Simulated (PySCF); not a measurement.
Diatomics of Se with the fourth-period p block

MP2 with triple-zeta basis sets in PySCF, for the lowest determinant that a PBE0 search found; no spin–orbit coupling. De refers to high-spin ground-configuration atoms.

```
 M         basis  reference, frozen orbitals  state (unpaired electrons)  Re (Å)  ωe (cm⁻¹)  De (eV)
Ga  x2c-TZVPPall                     UHF, 18               doublet (σ ↑)   2.152        372     3.39
Ge  x2c-TZVPPall                     RHF, 18      singlet (closed shell)   2.136        415     5.22
Se    def2-TZVPP                     UHF, 18              triplet (π ↑↑)   2.170        393     3.56
```

The shortest bond is that of GeSe (2.136 Å), the longest that of Se2 (2.170 Å).

The rows differ in basis set, which adds steps of its own.

The state changes along the series, so neighbouring rows are not always alike in their bonding.

Correlated steps freeze 18 core orbitals. Spin–orbit coupling is left out. Where the molecule has an RHF reference, its open-shell atoms are computed with UHF. States were picked by a PBE0 search and need not be the measured ground states.
